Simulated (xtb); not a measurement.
H$_{2}$S$_{2}$, charge +1, doublet, from a rough starting geometry (a state made from the parent by changing its charge; the spin is typed, not shown lowest); GFN2-xTB in xtb.

The xtb input:
```
$ xtb mol.xyz --gfn 2 --chrg 1 --uhf 1 --opt vtight --json

# file mol.xyz
4

S     -0.90170756     0.46593260     0.54278640
S      0.91577044     0.48164664    -0.49492925
H     -1.53852892    -0.50802032    -0.33040237
H      1.47738480    -0.42367649     0.26293743
```

What the program printed (banner, timings and long lists left out):

```
   ID    Z sym.   atoms
    1   16 S      1, 2
    2    1 H      3, 4

           -------------------------------------------------
          |                Calculation Setup                |
           -------------------------------------------------

           -------------------------------------------------
          |                 G F N 2 - x T B                 |
           -------------------------------------------------

          ...................................................
          :                      SETUP                      :
          :.................................................:
          :  # basis functions                  22          :
          :  # atomic orbitals                  20          :
          :  # shells                            8          :
          :  # electrons                        13          :
          :  max. iterations                   250          :
          :  Hamiltonian                  GFN2-xTB          :
          :  restarted?                      false          :
          :  GBSA solvation                  false          :
          :  PC potential                    false          :
          :  electronic temp.          300.0000000     K    :
          :  accuracy                    1.0000000          :
          :  -> integral cutoff          0.2500000E+02      :
          :  -> integral neglect         0.1000000E-07      :
          :  -> SCF convergence          0.1000000E-05 Eh   :
          :  -> wf. convergence          0.1000000E-03 e    :
          :  Broyden damping             0.4000000          :
          :  net charge                          1          :
          :  unpaired electrons                  1          :
          ...................................................

 iter      E             dE          RMSdq      gap      omega  full diag
   1     -7.0045578 -0.700456E+01  0.481E+00    3.71       0.0  T
   2     -6.9936599  0.108979E-01  0.436E+00    3.60       1.0  T
   3     -6.9806863  0.129736E-01  0.604E+00    3.47       1.0  T
   4     -6.9979428 -0.172565E-01  0.342E+00    3.53       1.0  T
   5     -7.0061516 -0.820879E-02  0.908E-01    3.55       1.0  T
   6     -7.0058054  0.346258E-03  0.105E+00    3.55       1.0  T
   7     -7.0064244 -0.619062E-03  0.539E-01    3.56       1.0  T
   8     -7.0066326 -0.208143E-03  0.523E-02    3.56       1.0  T
   9     -7.0066179  0.146635E-04  0.149E-01    3.56       1.0  T
[...]
 * total energy  :    -7.0094735 Eh     change       -0.3632456E-02 Eh
 * total energy  :    -7.0104081 Eh     change       -0.9346223E-03 Eh
 * total energy  :    -7.0127177 Eh     change       -0.2309601E-02 Eh
 * total energy  :    -7.0148714 Eh     change       -0.2153688E-02 Eh
 * total energy  :    -7.0161080 Eh     change       -0.1236536E-02 Eh
 * total energy  :    -7.0163952 Eh     change       -0.2872212E-03 Eh
 * total energy  :    -7.0165713 Eh     change       -0.1761475E-03 Eh
 * total energy  :    -7.0168690 Eh     change       -0.2976946E-03 Eh
 * total energy  :    -7.0168973 Eh     change       -0.2829935E-04 Eh
 * total energy  :    -7.0169113 Eh     change       -0.1393921E-04 Eh
 * total energy  :    -7.0169159 Eh     change       -0.4622848E-05 Eh
 * total energy  :    -7.0169159 Eh     change       -0.2783775E-07 Eh
   *** GEOMETRY OPTIMIZATION CONVERGED AFTER 15 ITERATIONS ***
         :: total energy              -7.016915912445 Eh    ::
[...]
        17                         -0.1749826              -4.7615
        18                          0.0344404               0.9372
       ...                                ...                  ...
        20                          0.3505271               9.5383
      -------------------------------------------------------------
                  HL-Gap            0.1183821 Eh            3.2213 eV
             Fermi-level           -0.6028827 Eh          -16.4053 eV

     #   Z          covCN         q      C6AA      α(0)
     1  16 S        1.900     0.275   130.350    19.216
     2  16 S        1.900     0.275   130.350    19.216
     3   1 H        0.921     0.225     0.979     1.547
     4   1 H        0.921     0.225     0.979     1.547

 Mol. C6AA /au·bohr⁶  :        615.514043
 Mol. C8AA /au·bohr⁸  :      27786.375016
 Mol. α(0) /au        :         41.526141

Wiberg/Mayer (AO) data.
largest (>0.10) Wiberg bond orders for each atom

 ---------------------------------------------------------------------------
     #   Z sym  total        # sym  WBO       # sym  WBO       # sym  WBO
 ---------------------------------------------------------------------------
     1  16 S    2.572 --     2 S    1.631     3 H    0.924
     2  16 S    2.572 --     1 S    1.631     4 H    0.924
     3   1 H    0.949 --     1 S    0.924
     4   1 H    0.949 --     2 S    0.924
 ---------------------------------------------------------------------------

Topologies differ in total number of bonds
Writing topology from bond orders to xtbtopo.mol

molecular dipole:
                 x           y           z       tot (Debye)
 q only:       -0.022       0.008      -0.009
   full:       -0.022       0.008      -0.009       0.064
molecular quadrupole (traceless):
                xx          xy          yy          xz          yz          zz
 q only:        5.557       0.427      -3.486       0.267       0.014      -2.070
  q+dip:        6.107       0.449      -3.374       1.867       0.088      -2.733
   full:        6.540       0.485      -3.722       1.550       0.074      -2.818

optimized geometry written to: xtbopt.xyz

           -------------------------------------------------
          | TOTAL ENERGY               -7.016915912445 Eh   |
          | GRADIENT NORM               0.000043541520 Eh/α |
          | HOMO-LUMO GAP               3.221341435237 eV   |
           -------------------------------------------------

normal termination of xtb
```
